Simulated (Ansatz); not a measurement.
System: C2H2N, charge 0, doublet. C2H2N (SMILES [C-]#[N+][CH2], doublet).
B3LYP-D3(BJ)/def2-TZVP minimum from Ansatz (a first-principles code):
```xyz
5

C     -1.1003     0.1172     0.1136
N      0.2172    -0.0231    -0.0224
C      1.3859    -0.1476    -0.1430
H     -1.6290    -0.5396     0.7877
H     -1.6054     0.8842    -0.4538
```
Charge 0, spin multiplicity 2.

Total energies in cc-pVDZ, 15 correlated electrons, 3 frozen orbitals. Open shells are spin-unrestricted; no spin-orbit coupling. Cores are frozen in correlated methods. No relativity. The UHF reference of C2H2N ([C-]#[N+][CH2], doublet) is spin-contaminated (<S^2> up to 0.08 over the pure value in the sets run).

```csv
method,program,energy (Eh),minus CCSDT(Q) (mEh)
HF,Ansatz,-131.28156,422.55
MP2,Ansatz,-131.65538,48.74
CCSD,Ansatz,-131.68645,17.66
CCSD(T),Ansatz,-131.70180,2.32
CCSDT(Q),Ansatz,-131.70412,0.00
```

Rough core times of Ansatz's runs on a shared machine: CCSD(T) under 20 s, CCSDT(Q) 5 min.
